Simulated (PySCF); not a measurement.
## SMILES C(=C=C)B(F)F, C$_{3}$H$_{3}$BF$_{2}$

Geometry:
| atom | x (Å) | y (Å) | z (Å) |
| --- | --- | --- | --- |
| C1 | -1.665 | 0.446 | -0.823 |
| C2 | -0.560 | -0.110 | -0.438 |
| C3 | 0.559 | -0.654 | -0.033 |
| B4 | 1.428 | -0.001 | 1.056 |
| F5 | 2.547 | -0.579 | 1.462 |
| F6 | 1.106 | 1.145 | 1.629 |
| H7 | -2.604 | 0.215 | -0.333 |
| H8 | -1.677 | 1.155 | -1.643 |
| H9 | 0.874 | -1.593 | -0.483 |

Method used: TDDFT CAM-B3LYP/def2-TZVPD excited states, vertical, gas phase (PySCF 2.14.0). Geometry: PBE0-D3(BJ)/def2-TZVP.

How strongly do the lowest singlets absorb one photon, and two photons of half the energy?

δ for parallel linear polarisation; σ at the peak of a Lorentzian of half width 0.1 eV, single beam; Ω is circular over linear.
| state | E (eV) | f | photon λ (nm) | δ (au) | σ (GM) | Ω | main |
| --- | --- | --- | --- | --- | --- | --- | --- |
| S1 | 5.14 | 0.000 | 483 | <0.1 | 0.00 | – | HOMO→LUMO 0.97 |
| S2 | 6.56 | 0.000 | 378 | 0.42 | 0.01 | 1.37 | HOMO−1→LUMO+2 0.87 |
| S3 | 6.64 | 0.309 | 373 | 54.2 | 0.88 | 0.67 | HOMO−1→LUMO 0.92 |
| S4 | 7.15 | 0.033 | 347 | 49.9 | 0.93 | 1.50 | HOMO→LUMO+1 0.80, HOMO→LUMO+3 0.15 |
| S5 | 7.46 | 0.030 | 333 | 47 | 0.96 | 1.50 | HOMO−1→LUMO+1 0.90 |
| S6 | 7.62 | 0.632 | 325 | 11.8 | 0.25 | 0.41 | HOMO→LUMO+2 0.87 |
